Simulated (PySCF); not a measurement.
Computed shifts of a molecule C₃H₁₀BN, PBE0/pcSseg-1 (PySCF), GIAO, gas phase, atoms alike by connectivity averaged where their shifts nearly agree, in ppm (number of nuclei): ¹³C: 34.5 (1), 11.6 (1), 3.2 (1). ¹H: 3.83 (1), 3.05 (3), 0.61 (6). ¹⁵N: 120.4 (1). References: ¹¹B against BF3 (σ = 88.8 ppm); ¹³C against TMS (σ = 186.3 ppm); ¹H against TMS (σ = 31.56 ppm); ¹⁵N against NH3 (σ = 267.4 ppm), references at their B3LYP-D3(BJ)/def2-TZVP geometries, non-relativistic. Geometry optimised at B3LYP-D3(BJ)/def2-SVP. Other conformers were not sampled.

Problem. Which molecule gave these data?
A. CCB(C)N
B. BN(C)CC
C. CBN(C)C
D. CNB(C)C

Solution. D, CNB(C)C
